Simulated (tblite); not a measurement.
C₃H₁₁OSi₃ (doublet state).
SMILES with atom numbers: `[SiH3:1][O:2][Si:3]([SiH3:4])[CH:5]1[CH2:6][CH2:7]1` (hydrogens: H8, H9, H10 on Si1; H11, H12, H13 on Si4; H14 on C5; H15, H16 on C6; H17, H18 on C7)

Computed with GFN2-xTB (tblite), gas phase: L-BFGS steps from a force-field or distance-geometry start until the largest atomic force falls under 0.01 eV/Å.

Step 34: E = -579.8049 eV
```
atom  x, y, z in Å  |  force x, y, z in eV/Å
Si1     2.7846    0.3741   -0.2431   -0.092   0.012  -0.034
O2      1.1968    0.5904   -0.4635   -0.035  -0.029  -0.070
Si3    -0.3403    0.7097   -1.0457    0.042   0.148   0.053
Si4    -1.2687    2.6797   -0.3175   -0.008   0.002  -0.069
C5     -1.2345   -0.9216   -0.6600    0.045   0.053   0.009
C6     -0.5135   -2.2314   -0.8123   -0.011  -0.047   0.001
C7     -0.9056   -1.7574    0.5490    0.092  -0.084  -0.073
H8      3.0504    0.7644    1.1382   -0.030   0.018   0.048
H9      3.0647   -1.0423   -0.4659    0.014  -0.039  -0.011
H10     3.5021    1.2212   -1.1987   -0.073  -0.030   0.028
H11    -0.9216    3.4147    0.9144   -0.004  -0.068  -0.067
H12    -2.7203    2.4567   -0.2295    0.044  -0.006   0.014
H13    -1.0747    3.6404   -1.4193    0.019  -0.005   0.096
H14    -2.2804   -0.9234   -0.9525    0.036  -0.026  -0.001
H15     0.5338   -2.2057   -1.0841   -0.067   0.014   0.056
H16    -1.0491   -3.0662   -1.2400    0.002  -0.030  -0.007
H17    -0.1171   -1.4203    1.2068   -0.057   0.010   0.009
H18    -1.7153   -2.2768    1.0474    0.083   0.106   0.018
```

Step 35: E = -579.8086 eV
```
atom  x, y, z in Å  |  force x, y, z in eV/Å
Si1     2.7806    0.3736   -0.2443   -0.051   0.002  -0.055
O2      1.1993    0.5875   -0.5031   -0.031  -0.017  -0.036
Si3    -0.3456    0.7131   -1.0562   -0.030   0.076   0.033
Si4    -1.2702    2.6813   -0.3170    0.010  -0.026  -0.062
C5     -1.2366   -0.9229   -0.6632    0.039   0.051   0.047
C6     -0.5121   -2.2330   -0.8089   -0.023   0.003  -0.062
C7     -0.9020   -1.7535    0.5494    0.087  -0.062  -0.059
H8      3.0257    0.7665    1.1406   -0.039   0.016   0.042
H9      3.0620   -1.0445   -0.4596    0.015  -0.026  -0.005
H10     3.5167    1.2191   -1.1884   -0.082  -0.038   0.039
H11    -0.9167    3.3962    0.9248   -0.010  -0.053  -0.078
H12    -2.7222    2.4602   -0.2299    0.050   0.001   0.009
H13    -1.0673    3.6463   -1.4137    0.010   0.000   0.110
H14    -2.2875   -0.9273   -0.9424    0.084  -0.025  -0.024
H15     0.5322   -2.1977   -1.0890   -0.043   0.004   0.075
H16    -1.0397   -3.0741   -1.2339   -0.025  -0.022   0.001
H17    -0.1143   -1.4147    1.2068   -0.038   0.024   0.009
H18    -1.7110   -2.2699    1.0516    0.077   0.093   0.014
```

Step 36: E = -579.8116 eV
```
atom  x, y, z in Å  |  force x, y, z in eV/Å
Si1     2.7760    0.3732   -0.2461   -0.018  -0.013  -0.040
O2      1.2012    0.5855   -0.5399   -0.020  -0.006  -0.008
Si3    -0.3512    0.7172   -1.0644   -0.075  -0.017   0.005
Si4    -1.2712    2.6816   -0.3173    0.020  -0.043  -0.033
C5     -1.2382   -0.9232   -0.6649    0.032   0.030   0.060
C6     -0.5118   -2.2342   -0.8071   -0.026   0.043  -0.102
C7     -0.8974   -1.7512    0.5490    0.061  -0.016  -0.022
H8      3.0023    0.7689    1.1433   -0.052   0.008   0.012
H9      3.0603   -1.0461   -0.4541    0.010  -0.012   0.002
H10     3.5300    1.2160   -1.1786   -0.086  -0.034   0.038
H11    -0.9127    3.3790    0.9319   -0.009  -0.032  -0.067
H12    -2.7227    2.4638   -0.2303    0.037   0.002   0.004
H13    -1.0603    3.6513   -1.4057    0.007   0.022   0.093
H14    -2.2920   -0.9322   -0.9348    0.105  -0.012  -0.037
H15     0.5296   -2.1904   -1.0918    0.007  -0.011   0.071
H16    -1.0327   -3.0810   -1.2285   -0.046  -0.010   0.003
H17    -0.1130   -1.4084    1.2068    0.005   0.032   0.008
H18    -1.7049   -2.2635    1.0563    0.049   0.067   0.013
```

Step 37: E = -579.8140 eV
```
atom  x, y, z in Å  |  force x, y, z in eV/Å
Si1     2.7707    0.3727   -0.2479    0.016  -0.039  -0.006
O2      1.2016    0.5835   -0.5664   -0.022   0.002   0.008
Si3    -0.3557    0.7199   -1.0703   -0.094  -0.088  -0.033
Si4    -1.2714    2.6799   -0.3189    0.022  -0.046   0.002
C5     -1.2392   -0.9220   -0.6651    0.022   0.004   0.047
C6     -0.5122   -2.2332   -0.8076   -0.014   0.056  -0.094
C7     -0.8927   -1.7490    0.5479    0.029   0.026   0.017
H8      2.9837    0.7704    1.1441   -0.062   0.003  -0.003
H9      3.0590   -1.0473   -0.4497    0.004  -0.004   0.005
H10     3.5374    1.2129   -1.1698   -0.076  -0.015   0.016
H11    -0.9083    3.3618    0.9354   -0.004  -0.009  -0.043
H12    -2.7220    2.4655   -0.2310    0.015   0.001   0.000
H13    -1.0547    3.6549   -1.3979    0.008   0.049   0.062
H14    -2.2941   -0.9357   -0.9291    0.096   0.004  -0.045
H15     0.5277   -2.1830   -1.0923    0.051  -0.027   0.045
H16    -1.0281   -3.0857   -1.2242   -0.055   0.012  -0.001
H17    -0.1122   -1.4017    1.2068    0.051   0.034   0.004
H18    -1.6982   -2.2575    1.0597    0.013   0.037   0.017
```

**Question.** Estimate the geometry and energy of step 38. (The exact step hangs on the optimiser's Hessian estimate; all steps are aligned on step 37, rigid shifts and turns removed.)

**Answer.** E = -579.8160 eV, largest force 0.133 eV/Å
```
atom  x, y, z in Å  |  force x, y, z in eV/Å
Si1     2.7664    0.3717   -0.2521   -0.049  -0.016   0.037
O2      1.2017    0.5830   -0.6038    0.019  -0.002   0.020
Si3    -0.3659    0.7207   -1.0803   -0.016  -0.126  -0.041
Si4    -1.2714    2.6780   -0.3188    0.019  -0.041   0.027
C5     -1.2412   -0.9224   -0.6647    0.016  -0.021   0.022
C6     -0.5126   -2.2323   -0.8093    0.007   0.045  -0.036
C7     -0.8869   -1.7464    0.5474    0.000   0.053   0.040
H8      2.9555    0.7727    1.1466   -0.072  -0.015  -0.067
H9      3.0596   -1.0490   -0.4436   -0.007   0.002   0.005
H10     3.5542    1.2086   -1.1592   -0.090  -0.014   0.015
H11    -0.9053    3.3454    0.9408    0.003   0.004  -0.019
H12    -2.7220    2.4706   -0.2311   -0.003  -0.002  -0.004
H13    -1.0470    3.6615   -1.3860    0.010   0.066   0.036
H14    -2.2963   -0.9423   -0.9241    0.065   0.018  -0.048
H15     0.5269   -2.1768   -1.0917    0.069  -0.041   0.012
H16    -1.0248   -3.0917   -1.2176   -0.046   0.048  -0.006
H17    -0.1095   -1.3931    1.2065    0.084   0.028  -0.012
H18    -1.6900   -2.2519    1.0647   -0.010   0.013   0.019
```

The energy changes by -0.0020 eV. The first-order estimate −F·Δx gives -0.0031 eV and the mean of the old and new forces, exact on a quadratic surface, -0.0019 eV. The step makes an angle of 80° with the force vector and moves no atom by more than 0.037 Å.

The cost below is that of the whole relaxation. The run took 0.92 s of wall time on one thread, Arm Neoverse V2 (aarch64) (shared host).
